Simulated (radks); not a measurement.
Valence configurations of Ni II (all share [Ar]). All-electron calculation, non-relativistic Kohn-Sham, BLYP, spin-polarised, spherical densities, point nucleus; open shells are filled with parallel spins first. Program: a radial shooting solver on a logarithmic mesh with Libxc functionals. Energies are relative to 3d9; eigenvalues in eV for spin up.

| valence | E (eV) | moment (Bohr magnetons) | e(3d) | e(4p) | e(4s) |
|---|---|---|---|---|---|
| 3d9 | 0.000 | 1 | -13.537 | - | - |
| 3d8 4s1 | 2.113 | 3 | -19.032 | - | -13.544 |
| 3d8.5 4p0.5 | 3.405 | 2 | -16.900 | -7.737 | - |
| 3d7 4p2 | 19.659 | 5 | -28.432 | -10.660 | - |
| 3d8 4p1 | 7.734 | 3 | -20.519 | -8.755 | - |
| 3d7.5 4s1 4p0.5 | 7.108 | 4 | -22.942 | -9.021 | -14.974 |
| 3d7 4s2 | 8.314 | 3 | -25.718 | - | -15.025 |

NIST lists [Ar] 3d9 as the ground configuration; this level of theory agrees among the configurations tried. The energies are those of spherical high-spin densities, not of single terms.
